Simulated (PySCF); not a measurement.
Isomers of C7H11FO, mass 130.079 u with the commonest isotopes. Method: PBE0/pcSseg-1 in PySCF (dipole) on a GFN2-xTB geometry, gas phase. One conformer each, none proved a minimum here; rigid rotors.

Question: Order these by out-of-plane moment Σ m c² = (Ia + Ib − Ic)/2, largest first.
A. `[CH3:1][CH2:2][C@@:3]12[CH2:4][O:5][C@@H:6]([CH2:7]1)[C@@H:8]2[F:9]` with C1–C2–C3–C4 63°
B. `[CH3:1][O:2][C@@H:3]1[CH:4]=[CH:5][CH2:6][CH2:7][C@H:8]1[F:9]` with C1–O2–C3–C4 -166°, O2–C3–C4–C5 -133°, C4–C5–C6–C7 -18°, C5–C6–C7–C8 49°, C6–C7–C8–F9 176°
C. `[CH3:1][CH:2]([CH3:3])[O:4][C:5]1=[C:6]([CH2:7][F:8])[CH2:9]1` with C1–C2–O4–C5 166°, C2–O4–C5–C6 -2°, C5–C6–C7–F8 57°
D. `[CH3:1][C@@H:2]1[C@H:3]([F:4])[C@:5]12[CH2:6][CH2:7][CH2:8][O:9]2` with C1–C2–C3–F4 -2°, C2–C3–C5–C6 112°, C3–C5–C6–C7 126°, C5–C6–C7–C8 30°
E. `[CH3:1][C@@H:2]1[CH2:3][C@@:4]12[CH2:5][O:6][CH2:7][C@H:8]2[F:9]` with C1–C2–C3–C4 -111°, C2–C3–C4–C5 -112°, C3–C4–C5–O6 -110°, C4–C5–O6–C7 -38°

Answer: D (81.89 u·Å²), A (73.59 u·Å²), E (39.12 u·Å²), C (30.99 u·Å²), B (16.94 u·Å²).

Question: Order these by rotational constant C, smallest first.
A. `[CH3:1][O:2][C@@H:3]1[CH:4]=[CH:5][CH2:6][CH2:7][C@H:8]1[F:9]` with C1–O2–C3–C4 -166°, O2–C3–C4–C5 -133°, C4–C5–C6–C7 -18°, C5–C6–C7–C8 49°, C6–C7–C8–F9 176°
B. `[CH3:1][C@@H:2]1[CH2:3][C@@:4]12[CH2:5][O:6][CH2:7][C@H:8]2[F:9]` with C1–C2–C3–C4 -111°, C2–C3–C4–C5 -112°, C3–C4–C5–O6 -110°, C4–C5–O6–C7 -38°
C. `[CH3:1][CH2:2][C@@:3]12[CH2:4][O:5][C@@H:6]([CH2:7]1)[C@@H:8]2[F:9]` with C1–C2–C3–C4 63°
D. `[CH3:1][CH:2]([CH3:3])[O:4][C:5]1=[C:6]([CH2:7][F:8])[CH2:9]1` with C1–C2–O4–C5 166°, C2–O4–C5–C6 -2°, C5–C6–C7–F8 57°
E. `[CH3:1][C@@H:2]1[C@H:3]([F:4])[C@:5]12[CH2:6][CH2:7][CH2:8][O:9]2` with C1–C2–C3–F4 -2°, C2–C3–C5–C6 112°, C3–C5–C6–C7 126°, C5–C6–C7–C8 30°

Answer: D (788.5 MHz), A (954.9 MHz), B (1098 MHz), E (1155 MHz), C (1314 MHz).

Question: Order these by rotational constant B, smallest first.
A. `[CH3:1][CH:2]([CH3:3])[O:4][C:5]1=[C:6]([CH2:7][F:8])[CH2:9]1` with C1–C2–O4–C5 166°, C2–O4–C5–C6 -2°, C5–C6–C7–F8 57°
B. `[CH3:1][C@@H:2]1[C@H:3]([F:4])[C@:5]12[CH2:6][CH2:7][CH2:8][O:9]2` with C1–C2–C3–F4 -2°, C2–C3–C5–C6 112°, C3–C5–C6–C7 126°, C5–C6–C7–C8 30°
C. `[CH3:1][O:2][C@@H:3]1[CH:4]=[CH:5][CH2:6][CH2:7][C@H:8]1[F:9]` with C1–O2–C3–C4 -166°, O2–C3–C4–C5 -133°, C4–C5–C6–C7 -18°, C5–C6–C7–C8 49°, C6–C7–C8–F9 176°
D. `[CH3:1][C@@H:2]1[CH2:3][C@@:4]12[CH2:5][O:6][CH2:7][C@H:8]2[F:9]` with C1–C2–C3–C4 -111°, C2–C3–C4–C5 -112°, C3–C4–C5–O6 -110°, C4–C5–O6–C7 -38°
E. `[CH3:1][CH2:2][C@@:3]12[CH2:4][O:5][C@@H:6]([CH2:7]1)[C@@H:8]2[F:9]` with C1–C2–C3–C4 63°

Answer: A (1023 MHz), B (1208 MHz), C (1379 MHz), D (1476 MHz), E (1534 MHz).

```json
{"SMILES": "CC(C)OC1=C(CF)C1", "point group": "C1", "Ia (u·Å²)": "209.07", "Ib (u·Å²)": "493.85", "Ic (u·Å²)": "640.93", "κ": "-0.71", "μa (D)": "1.04", "μb (D)": "0.34", "μc (D)": "1.45"}
{"SMILES": "CO[C@@H]1C=CCC[C@H]1F", "point group": "C1", "Ia (u·Å²)": "196.74", "Ib (u·Å²)": "366.38", "Ic (u·Å²)": "529.24", "κ": "-0.47", "μa (D)": "1.23", "μb (D)": "0.07", "μc (D)": "0.16"}
{"SMILES": "C[C@@H]1[C@H](F)[C@]12CCCO2", "point group": "C1", "Ia (u·Å²)": "183.00", "Ib (u·Å²)": "418.39", "Ic (u·Å²)": "437.60", "κ": "-0.93", "μa (D)": "1.19", "μb (D)": "0.79", "μc (D)": "1.06"}
{"SMILES": "CC[C@@]12CO[C@@H](C1)[C@@H]2F", "point group": "C1", "Ia (u·Å²)": "202.29", "Ib (u·Å²)": "329.41", "Ic (u·Å²)": "384.52", "κ": "-0.63", "μa (D)": "1.43", "μb (D)": "1.74", "μc (D)": "1.65"}
{"SMILES": "C[C@@H]1C[C@@]12COC[C@H]2F", "point group": "C1", "Ia (u·Å²)": "195.89", "Ib (u·Å²)": "342.48", "Ic (u·Å²)": "460.13", "κ": "-0.49", "μa (D)": "1.04", "μb (D)": "0.63", "μc (D)": "0.57"}
```
